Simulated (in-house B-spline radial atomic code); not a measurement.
Settings and results of a run for In. Computed with an all-electron radial atomic-structure program (B-spline basis): non-relativistic PBE, spin-polarised, spherical fractional occupations, point nucleus, inside a hard spherical wall at 7.74 bohr.

Command:
```bash
python run_scf.py task.json out
```
Settings:
```
Z                49
configuration    [Kr] 4d10 5s2 5p1
hamiltonian      nr
method           pbe,pbe
spin_polarised   True
wall_radius      7.74
```

Output (hartree, bohr):
```
 radial grid: 47 intervals, B-splines of order 8, outer radius 7.74 bohr

 iter        energy (Eh)    residual
    1       -5739.751749    6.00e-01
    2       -5739.448480    2.59e-01
    3       -5742.067986    2.53e-02
    4       -5742.085331    8.73e-03
    5       -5742.085101    5.20e-03
    6       -5742.085962    2.66e-03
    7       -5742.086214    1.84e-04
    8       -5742.086215    1.39e-05
    9       -5742.086215    1.69e-06
   10       -5742.086215    8.99e-08

 total energy                     -5742.08621
 kinetic                            5739.8404
 electron-nucleus                 -13661.9621
 Hartree                            2335.7204
 exchange-correlation               -155.6850

 orbital      occ     eigenvalue          <r>       <r^2>       <1/r>       r_max
 1s up      1.000      -984.7591    0.0310522  0.00128982     48.4754     0.02056
 1s down    1.000      -984.7586    0.0310522  0.00128982     48.4755     0.02056
 2s up      1.000      -144.1885     0.134329   0.0211939     11.0605       0.114
 2s down    1.000      -144.1885     0.134329   0.0211939     11.0605       0.114
 2p up      3.000      -134.6543     0.114622   0.0159803     11.0667     0.08926
 2p down    3.000      -134.6540     0.114622   0.0159804     11.0667     0.08926
 3s up      1.000       -27.2420     0.361659    0.149342     3.97133      0.3279
 3s down    1.000       -27.2417     0.361658    0.149341     3.97134      0.3279
 3p up      3.000       -23.3398     0.352919     0.14436     3.89165      0.3144
 3p down    3.000       -23.3394     0.352918    0.144358     3.89165      0.3144
 3d up      5.000       -16.1113     0.324322    0.124829     3.74691      0.2587
 3d down    5.000       -16.1110     0.324319    0.124827     3.74693      0.2587
 4s up      1.000        -4.0533     0.878607    0.873933     1.56201      0.7965
 4s down    1.000        -4.0526     0.878538    0.873719     1.56203      0.7966
 4p up      3.000        -2.7804     0.935295     1.00089      1.4491      0.8277
 4p down    3.000        -2.7796     0.935018     1.00009     1.44933      0.8277
 4d up      5.000        -0.7093      1.17344     1.65499     1.14415      0.9263
 4d down    5.000        -0.7065      1.16849     1.63751     1.14734       0.926
 5s up      1.000        -0.2777      2.71808     8.41229    0.467655       2.271
 5s down    1.000        -0.2541       2.7011     8.32551     0.47237       2.245
 5p up      1.000        -0.0881      3.38139     12.8687     0.36515       2.883
```

Cost of the run: 0.09 s on 1 thread of Arm Neoverse V1 (shared host).
